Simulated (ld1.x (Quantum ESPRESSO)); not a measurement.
**Ranking RRKJ potentials for F**

All share these settings but for the change named:

```
Element                 : F (Z = 9)
Generator               : ld1.x (Quantum ESPRESSO) 7.5
Type                    : norm-conserving RRKJ (Kleinman–Bylander form)
Functional              : PBE
Relativity              : scalar-relativistic
Frozen core             : [He]
Valence charge          : 7
Reference configuration : 2s2 2p5
Partial waves           : 2s (bound): rc 0.60 bohr; 2p (bound): rc 1.80 bohr; 3d channel at 0.3 Ry: rc 1.85 bohr
Local potential         : all-electron potential smoothed inside 0.50 bohr (lloc = -1)
Core correction         : a·sin(br)/r model core, default radius (core density twice the valence density)
rho0                    : 0.001
```

Test errors are all-electron minus pseudo excitation energies from the reference, over 2s2 2p4; 2s2 2p3; 2s2 2p2; 2s1 2p6; 2s2 2p4.5; 2s2 2p1; 2s1 2p5. None of these files shows a bound ghost.

The base gives 7692.7 meV.

Of 7 variants that were run, those that failed, showed a ghost or another fault, or gave nearly equal values are left out.

Q: Rank these variants by their largest absolute test error, smallest first.
A. wave 2p (bound): rc 1.80 bohr becomes 2p (bound): rc 2.22 bohr
B. wave 2p (bound): rc 1.80 bohr becomes 2p (bound): rc 1.18 bohr
C. wave 2p (bound): rc 1.80 bohr becomes 2p (bound): rc 1.40 bohr
D. wave 2p (bound): rc 1.80 bohr becomes 2p (bound): rc 1.94 bohr
E. wave 2p (bound): rc 1.80 bohr becomes 2p (bound): rc 1.68 bohr

A: B (1507.1 meV), C (2854.6 meV), E (6377.6 meV), D (10064.4 meV), A (16397.3 meV).
